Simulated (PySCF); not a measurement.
# Polarisability and C₆ of Ir⁻ (iridium, charge -1)

[Xe] 4f14 5d8 6s2, high-spin 3F determinant. Calculation: PySCF 2.14, in aug-cc-pVTZ-PP with one added diffuse shell each of s, p, d, f, g type with ECP60MDF (7s7p6d4f3g, 113 functions); a scalar-relativistic core potential. Coupled (time-dependent) response in atomic units; α is the mean over directions.

```csv
method,mean α (bohr³),C₆ (like pair),S(−4)
UHF,741.5,12130,1432000
```

S(−4) is the Cauchy moment in α(ω) = α(0) + S(−4) ω² + …

Spin-orbit coupling is absent.

α(iu) at UHF:

```tsv
u (hartree)	α(iu) (bohr³)
0	741.5
0.0500	209.2
0.100	108.6
0.200	50.84
0.300	31.40
0.500	17.00
0.750	10.43
1.00	7.306
1.50	4.293
2.00	2.860
3.00	1.535
5.00	0.6446
```

For an ion, C₆ is the dispersion term alone; charge-induced terms of lower order in 1/R come first.

Energies and moments cover only the electrons outside the core potential. Spin-orbit coupling, absent here, splits the open shell strongly. ⟨S²⟩ = 2.11 against 2.00 shows spin contamination.
